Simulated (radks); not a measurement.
Results of a calculation; reference values are marked as such.
Gd IV, configuration [Xe] 4f7. Code: a radial shooting solver on a logarithmic mesh with Libxc functionals. Model: scalar-relativistic Kohn-Sham, LDA (Slater exchange, Perdew-Wang correlation), spin-unpolarised, spherical densities, finite nucleus; Fermi nuclear charge, rms radius 5.1569 fm.

Unscreened Slater integrals over Kohn-Sham orbitals (eV).

F0(4f,4f): 29.794
F2(4f,4f): 13.984
F4(4f,4f): 8.7372
F6(4f,4f): 6.2752
F0(4f,5p): 19.142
F2(4f,5p): 6.7083
G2(4f,5p): 3.5636
G4(4f,5p): 2.7441
F0(4f,5s): 21.395
G3(4f,5s): 4.1252
F0(4f,4d): 33.456
F2(4f,4d): 15.897
F4(4f,4d): 10.115
G1(4f,4d): 18.689
G3(4f,4d): 11.708
G5(4f,4d): 8.2698
F0(5p,5p): 16.029
F2(5p,5p): 8.6551
F0(5p,5s): 17.105
G1(5p,5s): 11.458
F0(5p,4d): 20.063
F2(5p,4d): 5.6135
G1(5p,4d): 1.5592
G3(5p,4d): 1.5212
F0(5s,5s): 18.504
F0(5s,4d): 22.675
G2(5s,4d): 2.3963
F0(4d,4d): 38.512
F2(4d,4d): 19.556
F4(4d,4d): 13.078

Derived for the open shells (J is the average intra-shell exchange parameter used in DFT+U). 4f: F4/F2 = 0.625, F6/F2 = 0.449, J = (286 F2 + 195 F4 + 250 F6)/6435 = 1.130 eV.
